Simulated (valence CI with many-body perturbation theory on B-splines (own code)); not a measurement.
Energy levels of Eu⁴⁸⁺

Calculated by valence CI with perturbative core correlation (CI+MBPT): five valence electrons over a frozen Dirac-Fock core [Ne], a basis of 11 s, 11 p, 10 d, 8 f, 5 g, 2 h functions for each j, with the one-electron correlation potential Σ1 (screened to all orders), the two-electron term Σ2, the three-electron term Σ3, Breit, model QED; selected single and double excitations, second order for the rest, scaled by the run's own slope (own B-spline code, finite nucleus).

The last digits are not significant, and no measured levels were compared; by estimate large intervals hold to a few tenths of a per cent, small ones and those within an open d or f shell to about a per cent. Among the levels kept, up to 3300 cm⁻¹ of a level comes from second order outside the variational space, and about a tenth of that is noise between levels of different J, which matters for small intervals.

Levels 1 to 45 of 168, with energies above the lowest level, (3s^2 3p1/2^2 3p3/2) J=3/2. "Leading %" is the weight of the configuration and term that name the level; weights of strongly mixed levels are sums over their largest components and can fall short. In the jj column 3d3/2^4 stands for four electrons in 3d with j = 3/2.

| No. | Configuration | Term | J | E (× 10³ cm⁻¹) | Leading % | g | Second component | Leading jj |
| --- | --- | --- | --- | --- | --- | --- | --- | --- |
| 1 | 3s2.3p3 | 2P° | 3/2 | 0.00 | 46 | 1.363 | 27 % 3s2.3p3 4S° | 3s^2 3p1/2^2 3p3/2 (99 %) |
| 2 | 3s2.3p3 | 4S° | 3/2 | 1242.8 | 54 | 1.450 | 44 % 3s2.3p3 2D° | 3s^2 3p1/2 3p3/2^2 (98 %) |
| 3 | 3s2.3p3 | 2D° | 5/2 | 1322.5 | 99 | 1.191 |  | 3s^2 3p1/2 3p3/2^2 (99 %) |
| 4 | 3s2.3p3 | 2P° | 1/2 | 1422.4 | 98 | 0.653 |  | 3s^2 3p1/2 3p3/2^2 (98 %) |
| 5 | 3s2.3p2.3d | 2D | 3/2 | 1503.2 | 38 | 0.778 | 35 % 3s2.3p2.3d 4F | 3s^2 3p1/2^2 3d3/2 (98 %) |
| 6 | 3s2.3p2.3d | 2D | 5/2 | 1880.2 | 29 | 1.214 | 20 % 3s2.3p2.3d 4D | 3s^2 3p1/2^2 3d5/2 (93 %) |
| 7 | 3s.3p4 | 4P | 5/2 | 2342.9 | 65 | 1.455 | 23 % 3s.3p4 2D | 3s 3p1/2^2 3p3/2^2 (88 %) |
| 8 | 3s.3p4 | 2P | 3/2 | 2539.4 | 31 | 1.150 | 27 % 3s.3p4 2D | 3s 3p1/2^2 3p3/2^2 (71 %) |
| 9 | 3s.3p4 | 2S | 1/2 | 2540.7 | 52 | 2.115 | 28 % 3s.3p4 4P | 3s 3p1/2^2 3p3/2^2 (84 %) |
| 10 | 3s2.3p3 | 2P° | 3/2 | 2677.3 | 52 | 1.296 | 28 % 3s2.3p3 2D° | 3s^2 3p3/2^3 (98 %) |
| 11 | 3s2.3p2.3d | 2F | 5/2 | 2734.3 | 46 | 0.956 | 46 % 3s2.3p2.3d 4F | 3s^2 3p1/2 3p3/2 3d3/2 (98 %) |
| 12 | 3s2.3p2.3d | 4F | 3/2 | 2751.0 | 33 | 0.913 | 29 % 3s2.3p2.3d 4D | 3s^2 3p1/2 3p3/2 3d3/2 (93 %) |
| 13 | 3s2.3p2.3d | 4D | 1/2 | 2752.9 | 79 | 0.207 | 14 % 3s2.3p2.3d 2P | 3s^2 3p1/2 3p3/2 3d3/2 (98 %) |
| 14 | 3s2.3p2.3d | 2G | 7/2 | 2814.4 | 47 | 1.043 | 27 % 3s2.3p2.3d 2F | 3s^2 3p1/2 3p3/2 3d3/2 (95 %) |
| 15 | 3s2.3p2.3d | 2D | 5/2 | 3006.5 | 32 | 1.195 | 24 % 3s2.3p2.3d 2F | 3s^2 3p1/2 3p3/2 3d3/2 (85 %) |
| 16 | 3s2.3p2.3d | 4D | 7/2 | 3043.4 | 47 | 1.305 | 37 % 3s2.3p2.3d 4F | 3s^2 3p1/2 3p3/2 3d5/2 (99 %) |
| 17 | 3s2.3p2.3d | 4P | 3/2 | 3062.0 | 26 | 1.247 | 25 % 3s2.3p2.3d 2D | 3s^2 3p1/2 3p3/2 3d3/2 (78 %) |
| 18 | 3s2.3p2.3d | 2P | 1/2 | 3064.1 | 39 | 1.673 | 34 % 3s2.3p2.3d 4P | 3s^2 3p1/2 3p3/2 3d3/2 (88 %) |
| 19 | 3s2.3p2.3d | 2P | 3/2 | 3100.9 | 42 | 1.362 | 22 % 3s2.3p2.3d 4P | 3s^2 3p1/2 3p3/2 3d5/2 (90 %) |
| 20 | 3s2.3p2.3d | 2G | 9/2 | 3129.1 | 59 | 1.192 | 40 % 3s2.3p2.3d 4F | 3s^2 3p1/2 3p3/2 3d5/2 (99 %) |
| 21 | 3s2.3p2.3d | 2D | 5/2 | 3133.1 | 32 | 1.141 | 32 % 3s2.3p2.3d 2F | 3s^2 3p1/2 3p3/2 3d5/2 (90 %) |
| 22 | 3s2.3p2.3d | 2F | 7/2 | 3288.1 | 54 | 1.109 | 23 % 3s2.3p2.3d 2G | 3s^2 3p1/2 3p3/2 3d5/2 (92 %) |
| 23 | 3s2.3p2.3d | 2D | 5/2 | 3295.8 | 40 | 1.244 | 29 % 3s2.3p2.3d 4P | 3s^2 3p1/2 3p3/2 3d5/2 (89 %) |
| 24 | 3s2.3p2.3d | 2D | 3/2 | 3343.6 | 61 | 0.930 | 18 % 3s2.3p2.3d 2P | 3s^2 3p1/2 3p3/2 3d5/2 (94 %) |
| 25 | 3s2.3p2.3d | 2P | 1/2 | 3365.5 | 52 | 1.256 | 35 % 3s2.3p2.3d 2S | 3s^2 3p1/2 3p3/2 3d5/2 (92 %) |
| 26 | 3s.3p4 | 4P | 3/2 | 3684.1 | 61 | 1.440 | 20 % 3s.3p4 2D | 3s 3p1/2 3p3/2^3 (82 %) |
| 27 | 3s.3p4 | 2D | 5/2 | 3790.5 | 63 | 1.283 | 19 % 3s.3p4 4P | 3s 3p1/2 3p3/2^3 (81 %) |
| 28 | 3s.3p3.3d | 4D° | 5/2 | 3803.2 | 28 | 1.286 | 23 % 3s.3p3.3d 6D° | 3s 3p1/2^2 3p3/2 3d3/2 (92 %) |
| 29 | 3s.3p3.3d | 6D° | 3/2 | 3818.1 | 28 | 1.302 | 18 % 3s.3p3.3d 4D° | 3s 3p1/2^2 3p3/2 3d3/2 (93 %) |
| 30 | 3s.3p3.3d | 4P° | 1/2 | 3828.7 | 42 | 2.499 | 35 % 3s.3p3.3d 6D° | 3s 3p1/2^2 3p3/2 3d3/2 (94 %) |
| 31 | 3s.3p3.3d | 4F° | 7/2 | 3862.7 | 24 | 1.294 | 22 % 3s.3p3.3d 6D° | 3s 3p1/2^2 3p3/2 3d3/2 (86 %) |
| 32 | 3s.3p4 | 2P | 1/2 | 3926.1 | 44 | 1.347 | 28 % 3s.3p4 4P | 3s 3p1/2 3p3/2^3 (72 %) |
| 33 | 3s.3p4 | 2P | 3/2 | 3940.5 | 43 | 1.137 | 25 % 3s.3p4 2D | 3s 3p1/2 3p3/2^3 (75 %) |
| 34 | 3s.3p3.3d | 2D° | 3/2 | 3983.9 | 24 | 0.995 | 16 % 3s.3p3.3d 4F° | 3s 3p1/2^2 3p3/2 3d3/2 (77 %) |
| 35 | 3s.3p3.3d | 4G° | 5/2 | 4080.5 | 25 | 0.874 | 20 % 3s.3p3.3d 2F° | 3s 3p1/2^2 3p3/2 3d3/2 (83 %) |
| 36 | 3s.3p3.3d | 4D° | 1/2 | 4106.6 | 45 | 0.565 | 22 % 3s.3p3.3d 2P° | 3s 3p1/2^2 3p3/2 3d3/2 (87 %) |
| 37 | 3s.3p3.3d | 4F° | 9/2 | 4117.5 | 45 | 1.370 | 36 % 3s.3p3.3d 6D° | 3s 3p1/2^2 3p3/2 3d5/2 (96 %) |
| 38 | 3s.3p3.3d | 4D° | 5/2 | 4221.8 | 31 | 1.390 | 20 % 3s.3p3.3d 4P° | 3s 3p1/2^2 3p3/2 3d5/2 (93 %) |
| 39 | 3s2.3p2.3d | 2D | 5/2 | 4269.8 | 30 | 1.180 | 20 % 3s2.3p2.3d 4D | 3s^2 3p3/2^2 3d3/2 (84 %) |
| 40 | 3s2.3p2.3d | 2F | 7/2 | 4276.0 | 49 | 1.121 | 22 % 3s2.3p2.3d 2G | 3s^2 3p3/2^2 3d3/2 (93 %) |
| 41 | 3s2.3p2.3d | 4P | 3/2 | 4286.1 | 24 | 1.185 | 23 % 3s2.3p2.3d 2D | 3s^2 3p3/2^2 3d3/2 (77 %) |
| 42 | 3s.3p3.3d | 2P° | 3/2 | 4286.6 | 31 | 1.156 | 25 % 3s.3p3.3d 2D° | 3s 3p1/2^2 3p3/2 3d5/2 (80 %) |
| 43 | 3s.3p3.3d | 2F° | 7/2 | 4286.9 | 31 | 1.244 | 27 % 3s.3p3.3d 4D° | 3s 3p1/2^2 3p3/2 3d5/2 (81 %) |
| 44 | 3s2.3p2.3d | 4P | 1/2 | 4292.5 | 37 | 1.567 | 22 % 3s2.3p2.3d 2P | 3s^2 3p3/2^2 3d3/2 (77 %) |
| 45 | 3s2.3p.3d2 | 4G° | 5/2 | 4321.3 | 46 | 0.768 | 29 % 3s2.3p.3d2 2F° | 3s^2 3p1/2 3d3/2^2 (83 %) |

The ionisation energy to 3s2.3p2 3P_0 of the next ion comes out as 4133.7 eV (NIST: 4131 ± 4 eV (theoretical)). All 168 levels together are meant to be complete up to 6626.3 × 10³ cm⁻¹.
